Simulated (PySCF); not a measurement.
## Antimony: a sound run and one with changed settings

Sound run: Sb [Kr] 4d10 5s2 5p3, Sb⁺ [Kr] 4d10 5s2 5p2. Calculation: PySCF 2.14, in def2-SVP with the def2 core potential (28 electrons); a scalar-relativistic core potential. The sound run starts from symmetry-adapted Hartree-Fock orbitals and uses a fine grid where one is needed.

Changed run: 26 angular points. This setting is unsound on purpose.

| species | method | sound run (hartree) | changed run (hartree) | converged |
| --- | --- | --- | --- | --- |
| Sb | UHF | -239.27335 | -239.27335 | yes |
| Sb | B3LYP | -240.28814 | -240.28814 | yes |
| Sb | LDA | -239.83032 | -239.83032 | yes |
| Sb⁺ | UHF | -238.95749 | -238.95749 | yes |
| Sb⁺ | B3LYP | -239.95983 | -239.95985 | yes |
| Sb⁺ | LDA | -239.49522 | -239.49531 | yes |

Ionisation energy of Sb:

```tsv
method	sound run (eV)	changed run (eV)
UHF	8.595	8.595
B3LYP	8.934	8.933
LDA	9.119	9.116
```

A coarse angular grid integrates products of high-l functions wrongly, so density functionals can shift, and the SCF can exploit the error; Hartree-Fock and MP2 need no grid.

For comparison, NIST gives 8.608 eV between the lowest levels.
